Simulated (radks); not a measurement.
All-electron atom: Co II in [Ar] 3d7 7p1 (not the ground configuration).

Method: scalar-relativistic Kohn-Sham, r2SCAN, spin-polarised, spherical densities, finite nucleus; open shells are filled with parallel spins first; meta-GGA in the generalised Kohn-Sham scheme; Fermi nuclear charge, rms radius 3.7875 fm; computed with a radial shooting solver on a logarithmic mesh with Libxc functionals.

Energy parts (eV):
| part | energy |
|---|---|
| total | -37894.320 |
| kinetic | 38385.379 |
| electron-nucleus | -90357.042 |
| Hartree | 15690.553 |
| exchange-correlation | -1613.210 |

Orbitals (lengths in bohr, moments of r in powers of bohr; r(max) is where P^2 peaks):
orbital  occ.  eigenvalue (eV)   r(max)     <r^2>      <r>
1s up       1        -7635.531  0.03679  0.004249  0.05620
1s down     1        -7635.546  0.03679  0.004249  0.05620
2s up       1        -926.0926   0.2129   0.07688   0.2551
2s down     1        -924.0779   0.2128   0.07664   0.2548
2p up       3        -793.8524   0.1721   0.06220   0.2250
2p down     3        -792.3226   0.1720   0.06196   0.2246
3s up       1        -124.8593   0.6682    0.6896   0.7730
3s down     1        -120.5358   0.6693    0.6951   0.7760
3p up       3         -86.6799   0.6789    0.7820   0.8148
3p down     3         -82.3912   0.6807    0.7925   0.8199
3d up       5         -26.8698   0.6691     1.289   0.9996
3d down     2         -22.8682   0.6774     1.436    1.046
7p up       1          -1.7065    21.39     428.9    19.61

The highest occupied level is 7p up at -1.706 eV. Spin moment in Bohr magnetons: 4.
